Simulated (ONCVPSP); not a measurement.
**Scattering properties, ONCV potential for cobalt (Co)**

```
Element                 : cobalt
Generator               : ONCVPSP 4.0.1
Type                    : optimised norm-conserving Vanderbilt (ONCV)
Functional              : PBE
Relativity              : scalar-relativistic
Frozen core             : [Ne]
Valence charge          : 17
Reference configuration : 3s2 3p6 3d7 4s1.5 4p0.5
Partial waves           : 3s+4s: rc 1.40 bohr, ncon 3, nbas 7, qcut 8.8 1/bohr, 2 projectors; 3p+4p: rc 1.65 bohr, ncon 5, nbas 8, qcut 6.6 1/bohr, 2 projectors; 3d: rc 1.40 bohr, ncon 4, nbas 9, qcut 12.6 1/bohr, 2 projectors, debl 1.5 Ha
Local potential         : polynomial inside 0.90 bohr (lpopt 5, dvloc0 1 Ha)
Core correction         : Teter function fitted to the true core (icmod 2), fcfact 0.75
```

The phase is arctan(r·R′/R) of the radial function R(r), unwrapped; energies in Ha, scanned from -5 to 5 Ha. A pole is an energy at which the radial function vanishes at the test radius. The pseudo phase is shifted by a multiple of π to meet the all-electron one at the reference energy, and phase errors are pseudo minus all-electron; the curves can meet again beyond the range given. Levels narrower than the energy grid can be missing from the lists of poles.

Question: For each channel, where are the poles, and over which energies does the pseudopotential scatter like the atom?

Answer:

```
channel  radius (bohr)  reference energy (Ha)  poles, all-electron  poles, pseudo  unbroken range about the reference energy with phases within 0.05 rad  phase error 1 Ha above the reference energy (rad)
      s           1.42                  -0.22                -3.43          -3.43                                                        the whole range                                             -0.001
      p           1.68                  -0.06          -2.28, 4.94          -2.28                                                        the whole range                                             +0.003
      d           1.42                  -0.34                 0.38           0.38                                                        the whole range                                             +0.000
```

Phases in the d channel:

```tsv
E (Ha)	all-electron	pseudo
-4.96	1.280	1.280
-4.72	1.270	1.270
-4.48	1.259	1.259
-4.24	1.247	1.247
-4.00	1.233	1.233
-3.76	1.218	1.218
-3.52	1.200	1.200
-3.28	1.179	1.179
-3.04	1.155	1.155
-2.80	1.125	1.125
-2.56	1.089	1.089
-2.32	1.043	1.044
-2.08	0.984	0.984
-1.84	0.901	0.901
-1.60	0.781	0.781
-1.36	0.594	0.594
-1.12	0.285	0.285
-0.88	-0.188	-0.188
-0.64	-0.701	-0.701
-0.40	-1.069	-1.069
-0.16	-1.297	-1.297
0.08	-1.444	-1.444
0.32	-1.549	-1.549
0.56	-1.631	-1.631
0.80	-1.701	-1.701
1.04	-1.765	-1.765
1.28	-1.830	-1.830
1.52	-1.898	-1.898
1.76	-1.975	-1.975
2.00	-2.067	-2.067
2.24	-2.183	-2.183
2.48	-2.336	-2.335
2.72	-2.542	-2.541
2.96	-2.816	-2.814
3.20	-3.145	-3.141
3.44	-3.474	-3.470
3.68	-3.748	-3.744
3.92	-3.953	-3.949
4.16	-4.102	-4.098
4.40	-4.211	-4.207
4.64	-4.294	-4.290
4.88	-4.358	-4.355
```
